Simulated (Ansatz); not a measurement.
System: C2H7BN, charge 0, multiplicity 2. It need not be the lowest isomer of its formula. 
Coordinates optimised at B3LYP-D3(BJ)/def2-TZVP (Ansatz, a quantum-chemistry and plane-wave program):
```
B
N 1 1.3793
H 2 1.0079 1 136.19
C 1 1.5915 2 120.24 3 92.79
H 4 1.0893 1 114.17 2 -3.86
H 4 1.0940 5 108.44 1 -122.78
H 4 1.0944 5 108.61 6 -115.34
C 1 1.5916 2 120.14 3 -92.95
H 8 1.0894 1 114.18 2 9.24
H 8 1.0939 9 108.81 1 -122.65
H 8 1.0944 9 108.21 10 -115.36
```
Charge 0, spin multiplicity 2.

Parts of the frozen-core correlation energy in cc-pwCVTZ (Ansatz, hartree). Frozen orbitals: 4; correlated occupied orbitals by spin: 12 and 11; virtual: 254 and 255. Open shells are spin-unrestricted. No spin-orbit coupling. Non-relativistic.

| term | value |
|---|---|
| reference (HF) | -159.00370 |
| MP2 opposite-spin | ? |
| MP2 same-spin | ? |
| CCSD correlation | -0.68512 |
| (T) | ? |
| T1 diagnostic | 0.018 |
| largest doubles amplitude | 0.029 |
| <S^2> of the reference | 0.765 |

### Question
Some entries are withheld; supply them.

### Answer

- MP2 opposite-spin, value: -0.49682
- MP2 same-spin, value: -0.14089
- (T), value: -0.02678
